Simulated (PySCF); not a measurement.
**Telling isomers of C5H6F2O apart by NMR**

Rapidly exchanging positions averaged, a single conformation, in vacuum, non-relativistic Hamiltonian. GFN2-xTB structure; shieldings: GIAO PBE0/pcSseg-1; PySCF.

References, each an isolated molecule treated in the same way: ¹H and ¹³C vs TMS. Splittings of carbon signals by F and P are missing where no couplings were computed. Where no couplings were computed, multiplicities follow the n + 1 count of equivalent neighbours, and m marks all less simple cases (inequivalent or close neighbours, rings, F or P nearby). Shifts are as computed. Against solution values, carbons near 30 ppm lie about +3 ppm off and those near 130 ppm about +5 ppm. Of 1211 compounds with measured shifts, 218 miss one by over three times the rms of a fit or turn the order of signals round; such compounds aren't used in these exercises.

(1) Tabulate the signals of `C=COC(=C)C(F)F`, `FC(F)COC1=CC1` and their relative energies.

(2) What is the quickest way to tell C=COC(=C)C(F)F from FC(F)COC1=CC1?

Answers

(1) 
```tsv
SMILES	carbon types	δC	δH	E rel. (kcal/mol)
C=COC(=C)C(F)F	1×C 2×CH 2×CH2	164.5, 156.9, 116.2, 112.4, 97.7	6.70 (m, 1H), 6.54 (m, 1H), 5.81 (m, 1H), 5.60 (m, 1H), 4.63 (m, 1H), 4.55 (m, 1H)	0.0
FC(F)COC1=CC1	1×C 2×CH 2×CH2	148.9, 124.6, 76.9, 74.9, 17.9	6.22 (m, 1H), 5.16 (t, 1H), 4.43 (m, 2H), 1.80 (m, 2H)	27.6
```

Energies are electronic energies at PBE0/pcSseg-1 on these geometries, without zero-point or thermal terms, each for the one conformer computed, which needn't be the lowest.

(2) Both give the same number of carbon signals, with the same numbers of each carbon type, so the positions decide. The first has a β carbon of an enol-ether or enamine type C=C (CH2) at 112.4 ppm, the second a three-membered-ring carbon (CH2) at 17.9 ppm. Their most deshielded carbons lie at 164.5 and 148.9 ppm. In the proton spectra the most deshielded non-exchanging signals are 6.70 (m, 1H) and 6.22 (m, 1H).
